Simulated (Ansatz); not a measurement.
`N[SiH]1C=C([SiH3])O1` and `[SiH3]C1=C[SiH2]O1` differ in one atom or group.

Ansatz, PBE0-D4/def2-TZVP geometries, multiplicity 1. Each molecule was computed in one conformer, which needn't be the lowest.

```csv
property,`N[SiH]1C=C([SiH3])O1`
LUMO energy (PBE0/def2-TZVPP) / eV,-0.67
HOMO–LUMO gap (B3LYP/def2-TZVPP) / eV,5.73
HOMO–LUMO gap (PBE0/def2-TZVPP) / eV,6.16
LUMO energy (PBE/def2-TZVPP) / eV,-1.59
HOMO energy (PBE/def2-TZVPP) / eV,-5.62
size of the dipole moment (ωB97M-V/def2-TZVPP) / D,1.77
```

Problem. What does the change do to each property? (Best estimate.)

Solution. Ansatz gave: 
```tsv
property	`[SiH3]C1=C[SiH2]O1`	shift
LUMO energy (PBE0/def2-TZVPP) / eV	-0.74	-0.07
HOMO–LUMO gap (B3LYP/def2-TZVPP) / eV	5.96	0.23
HOMO–LUMO gap (PBE0/def2-TZVPP) / eV	6.39	0.23
LUMO energy (PBE/def2-TZVPP) / eV	-1.68	-0.09
HOMO energy (PBE/def2-TZVPP) / eV	-5.94	-0.32
size of the dipole moment (ωB97M-V/def2-TZVPP) / D	1.22	-0.55
```

With PBE0 the HOMO falls by 0.30 eV and the LUMO falls by 0.07 eV, so the gap widens by about 0.23 eV. PBE moves the HOMO by -0.32 eV and ωB97M-V by -0.30 eV. Dipoles are sizes alone; their direction can turn.

B3LYP here is the variant with VWN-RPA as its local correlation; programs differ in this.
